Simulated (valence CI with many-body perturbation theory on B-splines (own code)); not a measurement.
Values are calculated unless marked as measured or tabulated.
# Yb XLIX: what each term of the Hamiltonian does

Level of theory: configuration interaction combined with many-body perturbation theory (CI+MBPT): four valence electrons over a frozen Dirac-Fock core [Ar], a basis of 9 s, 9 p, 10 d, 8 f, 5 g, 3 h, 1 i functions for each j, with the one-electron correlation potential Σ1, the two-electron term Σ2, the three-electron term Σ3, Breit, model QED; selected CI, second order for the rest (own B-spline code, finite nucleus).

No measured spectrum was set against this ion. As an estimate, large intervals hold to a few tenths of a per cent, small ones and those within an open d or f shell to about a per cent. The list stops below the first excitations out of the core. Only levels of the ground parity were solved; by the run's estimate the other parity begins above the list, which can be wrong where configurations are misplaced.

Each rung adds one term. CI alone is the Dirac-Coulomb CI over the frozen core; QED comes last and gives the full result, which names the levels. Energies are above (3d3/2^4) J=0 on the same rung, in cm⁻¹.

Levels are named by their leading jj configuration (3d3/2^4 stands for four electrons in 3d with j = 3/2), which in mixed levels can hold well under half, so a name can repeat and another be missing. Letters in brackets count levels of one name in rising energy.

| Level | CI alone | Σ1 | Σ2 | Σ3 | Breit | QED | Full |
| --- | --- | --- | --- | --- | --- | --- | --- |
| (3d3/2^3 3d5/2) J=1 | 387750 | +1827 | +4010 | +1208 | -11508 | +1231 | 384519 |
| (3d3/2^3 3d5/2) J=4 | 490500 | +1883 | +4226 | -220 | -22341 | +1235 | 475282 |
| (3d3/2^3 3d5/2) J=2 | 503650 | +1992 | +1685 | +1291 | -16675 | +1310 | 493252 |
| (3d3/2^3 3d5/2) J=3 | 532175 | +1975 | +1699 | +494 | -17415 | +1287 | 520216 |
| (3d3/2^2 3d5/2^2) J=0 [a] | 844223 | +3669 | +5417 | -65 | -20980 | +2446 | 834710 |
| (3d3/2^2 3d5/2^2) J=2 [a] | 853554 | +3588 | +4937 | +1929 | -23189 | +2387 | 843206 |
| (3d3/2^2 3d5/2^2) J=4 [a] | 873276 | +3708 | +7821 | +983 | -31918 | +2469 | 856339 |
| (3d3/2^2 3d5/2^2) J=3 [a] | 885949 | +3705 | +5651 | +1064 | -27372 | +2458 | 871454 |
| (3d3/2^2 3d5/2^2) J=5 | 923146 | +3713 | +8044 | +632 | -37056 | +2451 | 900929 |
| (3d3/2^2 3d5/2^2) J=6 | 951098 | +3736 | +9504 | +238 | -44270 | +2458 | 922762 |
| (3d3/2^2 3d5/2^2) J=1 | 951345 | +3779 | +2106 | +1404 | -25318 | +2487 | 935803 |
| (3d3/2^2 3d5/2^2) J=3 [b] | 984853 | +3717 | +1881 | +667 | -30174 | +2433 | 963376 |
| (3d3/2^2 3d5/2^2) J=4 [b] | 989794 | +3775 | +4404 | -484 | -35571 | +2472 | 964391 |
| (3d3/2^2 3d5/2^2) J=2 [b] | 999596 | +3780 | +772 | +1529 | -29960 | +2474 | 978192 |
| (3d3/2^2 3d5/2^2) J=2 [c] | 1089510 | +3839 | +69 | +1016 | -24849 | +2481 | 1072060 |
| (3d3/2^2 3d5/2^2) J=4 [c] | 1134050 | +3896 | +225 | +1449 | -30641 | +2514 | 1111490 |
| (3d3/2^2 3d5/2^2) J=2 [d] | 1224590 | +3990 | -4164 | +1253 | -25196 | +2547 | 1203020 |
| (3d3/2^2 3d5/2^2) J=0 [b] | 1328590 | +4304 | -4770 | +1702 | -22896 | +2756 | 1309680 |
| (3d3/2 3d5/2^3) J=4 [a] | 1333800 | +5481 | +8833 | +391 | -40383 | +3637 | 1311760 |

The middle columns are the shifts that each term adds.

How does the ionisation energy move along the ladder, and which term matters most?

CI alone 4230.8, + Σ1 4233.3, + Σ2 4242.0, + Σ3 4242.2, + Breit 4238.3, + QED 4238.5 eV. The largest step is Σ2, 8.7 eV. NIST lists 4238 ± 4 eV (theoretical).
